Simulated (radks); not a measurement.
Results of a calculation; reference values are marked as such.
Removal energies from the iron ion Fe9+, [Ne] 3s2 3p5, by Delta-SCF beside the eigenvalue of the level emptied. Level of theory: scalar-relativistic Kohn-Sham, r2SCAN, spin-polarised, spherical densities, finite nucleus; meta-GGA in the generalised Kohn-Sham scheme; Fermi nuclear charge, rms radius of each element as measured or else 0.836 A^(1/3) + 0.57 fm (a radial shooting solver on a logarithmic mesh with Libxc functionals). Open shells are filled with parallel spins first.

3p: final configuration [Ne] 3s2 3p4; Delta-SCF (eV) 262.48; -eigenvalue (eV) 248.86
3s: final configuration [Ne] 3s1 3p5; Delta-SCF (eV) 299.93; -eigenvalue (eV) 286.31
2p: final configuration [He] 2s2 2p5 3s2 3p5; Delta-SCF (eV) 965.52; -eigenvalue (eV) 926.74
2s: final configuration [He] 2s1 2p6 3s2 3p5; Delta-SCF (eV) 1083.8; -eigenvalue (eV) 1050.7
